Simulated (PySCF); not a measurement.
Compound: C8H8Cl (doublet state).
SMILES with atom numbers: `[Cl:1]/[C:2]=[CH:3]\[C:4]#[C:5][CH:6]1[CH2:7][CH2:8][CH2:9]1` (hydrogens: H10 on C3; H11 on C6; H12, H13 on C7; H14, H15 on C8; H16, H17 on C9)

Method: UKS B3LYP, pcH-1 on C Cl H, non-relativistic, mean-field spin-orbit, GIAO (PySCF 2.14.0). The structure is a single GFN2-xTB conformer in the gas phase; no vibrational or solvent corrections. Couplings are sensitive to structure, and on GFN2-xTB geometries they can be far from those on DFT ones. The SCF solution wasn't tested for stability.

(1) Break the g tensor into its mass correction, gauge correction and orbital-Zeeman/spin–orbit terms.

(2) What are the electron Larmor frequencies g μB B/h along the three axes at 3350 mT?

(3) At 9.769 GHz, how far is the centre of the isotropic spectrum from where a free electron (g = 2.002319) resonates?

(4) In a frozen sample, at which fields do the three g values resonate at 9.5, 34, 94 and 263 GHz (hyperfine left aside), and which band first spreads them over more than twice a line width of 0.5 mT?

Results:

(1) 
```json
{"Δg (ppt)": "relativistic mass correction", "1": "-0.20", "2": "-0.20", "3": "-0.20"}
{"Δg (ppt)": "gauge correction", "1": "0.00", "2": "0.03", "3": "-0.15"}
{"Δg (ppt)": "orbital Zeeman/spin–orbit", "1": "-0.37", "2": "1.85", "3": "5.61"}
{"Δg (ppt)": "total", "1": "-0.57", "2": "1.68", "3": "5.26"}
```

So g = 2.00175, 2.00400, 2.00758 and g_iso = 2.00444; the tensor is rhombic: the two nearest values differ by 39 % of g3 − g1. Axes: g1 points within 11° of the C3–C4 bond.

(2) 93.8571, 93.9624, 94.1302 GHz for g1, g2 and g3, a range of 273.2 MHz.

(3) B = hν/(g μB) with μB/h = 13.99624 MHz/mT gives 348.58 mT for the free electron and 348.21 mT at g_iso, 0.37 mT lower.

(4) 
```csv
band,GHz,B(g3) mT,B(g2) mT,B(g1) mT,spread mT
X,9.5,338.10,338.70,339.08,0.98
Q,34.0,1210.03,1212.19,1213.55,3.52
W,94.0,3345.37,3351.34,3355.10,9.74
J,263.0,9359.90,9376.62,9387.15,27.24
```

The spread grows in proportion to the frequency. Q band is the first where it exceeds 1.0 mT.

The Mulliken spin populations are largest on C2 (+0.93), Cl1 (+0.13) and C3 (-0.11). C2 is the only atom above +0.15.

The HOMO–LUMO gaps are 5.51 eV among the α and 3.54 eV among the β orbitals.
